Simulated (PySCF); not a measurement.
# Relaxation of triplet ZrCl₂

Level of theory: PySCF, UB3LYP, basis Zr def2-TZVP with ECP28, Cl def2-TZVP (scalar-relativistic core potentials, no spin–orbit coupling, density fitting). A (50,194) grid was used.

A hand-made bent start, of C2v symmetry, held to at least that symmetry:

```xyz
3
charge 0 multiplicity 3, angstrom
Zr    0.0000    0.0000   -0.6349
Cl    2.0725    0.0000    0.8162
Cl   -2.0725    0.0000    0.8162
```

Question: What forces act on the atoms at the start (eV/Å)?

Answer: 
```tsv
atom	Fx	Fy	Fz
Zr1	0.00	0.00	2.61
Cl2	-1.33	0.00	-1.30
Cl3	1.33	0.00	-1.30
```

Question: What does it relax to?

Answer: It ends at C2v with Zr–Cl 2.369 Å (×2); Cl–Zr–Cl 147.6° (after a last refinement on a finer grid). A frequency run shows a minimum.

Question: How much energy is released, and in how many steps?

Answer: 56.0 kJ/mol in 8 steps.

With open d or f shells other occupations or spin states may lie lower.
